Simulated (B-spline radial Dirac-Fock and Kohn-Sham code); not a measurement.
**Relativistic shifts of the levels of Lu⁴²⁺**

System: lutetium as Lu⁴²⁺ in the configuration 1s2 2s2 2p6 3s2 3p6 3d10 4s1.

Both columns are ΔSCF binding energies of the configuration average from a radial B-spline solver: non-relativistic Hartree-Fock with a point nucleus, and Dirac-Fock with a finite nucleus and the Coulomb interaction alone, averaged over the two j levels with weights 2j+1.

| shell | Hartree-Fock (eV) | Dirac-Fock (eV) | shift (eV) | shift (%) |
| --- | --- | --- | --- | --- |
| 1s | 60942.6 | 65684.5 | +4741.94 | +7.78 |
| 2s | 11672.2 | 12938.8 | +1266.56 | +10.85 |
| 2p | 11240.1 | 11671.8 | +431.66 | +3.84 |
| 3p | 3893.7 | 4027.7 | +134.02 | +3.44 |
| 3d | 3543.3 | 3543.7 | +0.49 | +0.01 |
| 4s | 2010.5 | 2128.2 | +117.64 | +5.85 |

Relativity binds 1s, 2s, 2p, 3p, 3d, 4s more strongly, among those listed most of all 2s in relative terms.

Values without a named source are computed, but for edge energies of neutral atoms, which are taken from tables.
